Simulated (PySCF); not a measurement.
# A small calculation by hand: oscillator strength and radiative lifetime

Si(H)2(Cl)(OMe) (CH5ClOSi), SMILES O(C)[SiH2]Cl.

Geometry: PBE-D3(BJ)/def2-SVP. One conformer was computed; it need not be the lowest.

TDA-CAM-B3LYP/def2-SVPD in PySCF puts the first singlet state with f over 0.02 at 7.79 eV (vertical), with the transition dipole (-0.156, 0.267, -0.120) in atomic units.

Question: Find the oscillator strength, the wavelength and the radiative lifetime that this transition would have in vacuum if emission retraced absorption.

Answer: 
|μ|² = 0.1100 au, so |μ| = 0.84 D. ΔE = 7.79/27.211 = 0.2863 hartree. f = (2/3) ΔE |μ|² = 0.021 (the program prints 0.021).
λ = 1239.84/7.79 = 159 nm; ν = 62831 cm⁻¹.
Einstein's coefficient A = 0.6670 ν² f s⁻¹ (ν in cm⁻¹) = 5.5e7 s⁻¹, so τ = 1/A = 18 ns. This state is S2; the lower singlet has f = 0.009. The figure is the radiative limit of this one transition; relaxation, internal conversion, crossing to triplets and a medium change what is measured.
